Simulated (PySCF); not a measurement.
PySCF input file for C2H9NOSi2, SMILES O([SiH2]N[SiH3])C=C, PBE/pcSseg-1. Coordinates come from a B3LYP-D3(BJ)/def2-SVP optimisation. The structure was generated by enumeration, and PubChem lists no compound with its InChIKey, so it may never have been made. The values are those of a single conformer.

```python
import numpy as np
from pyscf import gto, scf, dft
from pyscf.prop.nmr import rks as nmr

mol = gto.M(
    atom='''
    C     3.28876533    0.28981877    0.63279377
    C     1.97197192    0.16263858    0.45505528
    O     1.41816621   -0.81815145   -0.30354901
    Si   -0.14270074   -0.84671256   -0.93059729
    N    -1.32986997   -0.39280581    0.24811852
    Si   -2.21804082    1.10503819    0.42000707
    H     3.67604333    1.08418206    1.27210423
    H     3.99100300   -0.39481826    0.15201917
    H     1.25920522    0.84280631    0.94184314
    H    -0.31014304   -2.25402707   -1.36192212
    H    -0.26254763    0.11775868   -2.05466004
    H    -1.49071895   -1.08064758    0.98362386
    H    -3.69278094    0.87324472    0.41553386
    H    -1.84286223    1.96988464   -0.73121871
    H    -1.87748011    1.80516560    1.69540769
    ''',
    basis='pcSseg-1',
    charge=0,
    spin=0,
    max_memory=1600,
    verbose=3,
)
mf = dft.RKS(mol, xc='pbe').density_fit(auxbasis='def2-universal-jkfit')
mf.grids.level = 3
mf.conv_tol = 1e-10
mf.max_cycle = 100
mf.kernel()
n = nmr.NMR(mf)
n.verbose = 2
n.max_cycle_cphf = 60
sigma = n.kernel()
print('atom   isotropic/ppm   span/ppm')
for i, s in enumerate(sigma):
    w = np.linalg.eigvalsh((s + s.T) / 2)
    print(f'{mol.atom_symbol(i):2s}{i + 1:3d} {w.mean():14.3f} {w[2] - w[0]:11.3f}')
```

Log of the run:

```
converged SCF energy = -790.037180995268
atom   isotropic/ppm   span/ppm
C   1         82.097     172.403
C   2         29.930     183.020
O   3        163.144     160.017
Si  4        361.045      41.683
N   5        232.373      77.577
Si  6        385.405     118.739
H   7         26.804       5.432
H   8         26.413       7.256
H   9         24.497       8.810
H  10         26.183       9.639
H  11         26.225       7.762
H  12         30.899      18.072
H  13         26.288       9.311
H  14         26.458       6.419
H  15         26.202       8.903
```

The calculation finished and met its thresholds.
